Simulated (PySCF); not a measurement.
# Excitation energy of Ba⁺ by level of theory

Ba⁺ [Xe] 6s1 (2S) → Ba⁺ [Xe] 6p1 (2P), as a difference of total energies. Computed with PySCF 2.14 in x2c-TZVPPall with one added diffuse shell each of s, p, d type (12s8p7d2f1g, 94 functions), with the spin-free X2C one-electron Hamiltonian (Gaussian nucleus). Correlated levels: valence and next inner shell: [Kr] 4d10 frozen. The calculations carry no spin-orbit coupling.

```json
{"method": "UHF", "excitation energy (cm⁻¹)": "19234", "error (cm⁻¹)": "-2155"}
{"method": "MP2 (valence and next inner shell)", "excitation energy (cm⁻¹)": "21192", "error (cm⁻¹)": "-196"}
{"method": "SCS-MP2 (valence and next inner shell)", "excitation energy (cm⁻¹)": "20783", "error (cm⁻¹)": "-606"}
{"method": "CCSD (valence and next inner shell)", "excitation energy (cm⁻¹)": "20950", "error (cm⁻¹)": "-439"}
{"method": "CCSD(T) (valence and next inner shell)", "excitation energy (cm⁻¹)": "21079", "error (cm⁻¹)": "-310"}
```

Reference: 21389 cm⁻¹ (measured; NIST levels, between the centres of gravity of the two terms).

Errors of the correlated levels include the incompleteness of this basis and the frozen core.
